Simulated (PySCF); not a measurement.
Start geometry of cis-Sn(PH3)2Cl4, `[PH3]->[Sn](<-[PH3])([Cl])([Cl])([Cl])[Cl]` from GFN1-xTB (Å):
```
atom  x, y, z in Å
Sn1   -0.855   -0.089   -0.902
P2    -0.807    0.235    1.726
H3     0.083   -0.544    2.334
H4    -1.805   -0.273    2.313
H5    -0.674    1.338    2.528
Cl6   -0.822   -0.755   -3.154
P7     1.763   -0.244   -0.796
H8     2.622   -1.319   -0.672
H9     2.340    0.581    0.189
H10    2.316    0.281   -1.884
Cl11  -3.182    0.715   -0.758
Cl12   0.232    2.166   -1.114
Cl13  -1.181   -2.144    0.213
```

Problem. What comes out of this run: PBE0-D3(BJ)/def2-SVP geometry optimisation, gas phase, def2 core potentials past Kr (PySCF)?

Solution. 
```
atom  x, y, z in Å
Sn1   -0.9193   -0.0045   -0.9136
P2    -0.8908    0.4188    1.8680
H3     0.2888    0.2808    2.6484
H4    -1.7459   -0.4339    2.6081
H5    -1.3223    1.6823    2.3424
Cl6   -0.6619   -0.4021   -3.2247
P7     1.8707   -0.4283   -0.8934
H8     2.3448   -1.6907   -1.3292
H9     2.6594   -0.2915    0.2806
H10    2.6067    0.4238   -1.7527
Cl11  -3.2283    0.4036   -0.6424
Cl12  -0.1104    2.2498   -0.8578
Cl13  -0.8608   -2.2603   -0.1117
```

The energy falls by 104.9 kJ/mol over 20 energy and gradient evaluations, the largest force component goes from 0.0801 to 2.9e-04 Eh/bohr, and the atoms move by 0.551 Å rms after alignment. The bond that changes most is Sn1–P7 (ends: tin bonded to 4 Cl and 2 P; phosphorus bonded to Sn and 3 H), which lengthens by 0.197 Å. Bonds longer at the end by more than 0.005 Å: 10 of 12; shorter: 2. Among the angles that change most is Sn1–P2–H5, from 132.9° to 117.5°. Among the dihedrals that turn most is P7–Sn1–P2–H3, from -40° to -4°. Rotational constants go from 626.6, 581.7, 533.2 to 619.4, 555.2, 522.7 MHz. The orientation of the end geometry is arbitrary; only internal coordinates are fixed.

The run used 164 basis functions and 132 SCF cycles in all. Hardware: one thread of an Arm Neoverse V2, shared host. Cost: 5.4 min, 0.75 GiB resident at most.

No PBE0-D3(BJ)/def2-SVP frequencies stand behind this structure, so it isn't proved a minimum.
